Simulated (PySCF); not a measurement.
Sn(F)2(Br)(Vi), SMILES C=[CH][Sn]([F])([F])[Br] (C₂H₃BrF₂Sn) (PBE0/def2-SVP optimised geometry):

```
9

C     -0.357    -2.352    -2.596
C     -1.316    -1.940    -1.766
Sn    -0.742    -0.937     0.000
F      1.188    -0.937     0.000
F     -1.188     0.937     0.000
Br    -1.512    -1.811     2.168
H      0.706    -2.188    -2.391
H     -0.604    -2.874    -3.528
H     -2.379    -2.105    -1.963
```

Method: PySCF with PBE0/def2-TZVP, def2 effective core potentials past Kr.

### Question
What are the frontier orbital energies and the dipole moment?

### Answer
HOMO-2 -9.28 eV, HOMO-1 -9.05 eV, HOMO -8.94 eV, LUMO -2.23 eV, LUMO+1 -1.61 eV; dipole moment 4.26 D.
